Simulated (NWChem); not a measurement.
Molecule: GeHOF, singlet; SMILES [OH][Ge][F]

```xyz
4

Ge     0.3754     0.0633     0.0000
F     -0.5850    -1.4245     0.0000
O     -1.0458     1.1783     0.0000
H     -0.7629     2.1141     0.0000
```
Atoms are numbered in this order, from 1.

Level: PBE-D3(BJ)/def2-SVP (NWChem), optimised geometry, unscaled harmonic frequencies. Low-valent species are run as closed-shell singlets; no triplet was tried in these runs.

```tsv
frequency (cm⁻¹)	IR intensity (km/mol)
251	2.1
450	85.0
657	105.2
667	45.1
776	119.4
3703	65.1
```

```
Item                                                                                Value
-----------------------------------------------------------------------  ----------------
zero-point energy                                                            9.3 kcal/mol
thermal correction to the enthalpy at 298.15 K (with zero-point energy)     12.3 kcal/mol
heat capacity Cv                                                         11.6 cal/(mol K)
entropy at 298.15 K and 1 atm (symmetry number 1)                        67.3 cal/(mol K)
dipole moment                                                                      3.03 D
```

Rigid rotor and harmonic oscillator.
